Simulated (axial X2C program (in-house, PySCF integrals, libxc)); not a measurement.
# NaNb⁻: from the spin-free to the two-component result

Computed with an in-house all-electron X2C program for linear molecules (integrals from PySCF). Spin-free means the one-electron spin-free X2C Hamiltonian; two-component (2c) means X2C with spin–orbit coupling and atomic mean-field two-electron Coulomb and Gaunt terms, so the difference of the two also holds small scalar two-electron terms. Basis: Nb dyall-acv3z [12s13p10d5f3g], Na dyall-av3z [10s9p5d2f] (cores contracted in-house); Gaussian nuclei, density fitting, unrestricted open shells. Masses: Nb 92.906 u, Na 22.990 u.

Spin-free state: M_S = 5/2, Λ = 0 (beyond evenly filled blocks: σα, π+α, π-α, δ+α, δ-α); fragments Nb + Na-.

```tsv
level	Re (Å)	ωe (cm⁻¹)	μ (D)
PBE0	3.416	107.2	-6.55
```

Dipoles are positive if Na is the positive end and refer to the centre of mass.

Two-component determinant lowest at the distance of the search:

Ω = 5/2 (⟨Sz⟩ = 2.50, ⟨Lz⟩ = 0.00 at PBE0); fragments Nb + Na-.

```tsv
level	Re (Å)	ωe (cm⁻¹)	μ (D)
PBE0	3.415	107.0	-6.55
```

Q: From the two tables, how do the constants change at the PBE0 level (2c against spin-free)?

A: At the PBE0 level Re decreases by 0.001 Å and ωe stays the same within 0.2 cm⁻¹.

Occupations by symmetry block were frozen at the best pattern of an incomplete PBE0 search. De is not given where an atomic determinant may have missed its ground term or J level, or where the truncated virtual space spoils (T). Density functionals use the spin component along the axis (collinear). PBE0 can misorder states that lie within some tenths of an eV, so this need not be the ground state of the molecule. The nearest other spin-free determinant of the search, M_S = 5/2, Λ = 1, lies 0.07 eV up at the distance of the search. The functionals have no current-density term, which raises determinants with orbital currents, atoms included. With several unpaired electrons one determinant need not be a pure state. A state of lower Ω lies just above, and one determinant can place such states too high, so the state shown need not be the lowest. The search has Ω = 3/2 only 0.04 eV up. The highest occupied level of some functionals is positive through self-interaction error; at Hartree–Fock it is bound. This is the top spin component of a Σ state; components of lower Ω are not single determinants and can lie lower. The determinant is spin-polarised beyond a pure state at some levels (its spin-free form has ⟨S²⟩ too high), which makes Re and μ there less reliable.
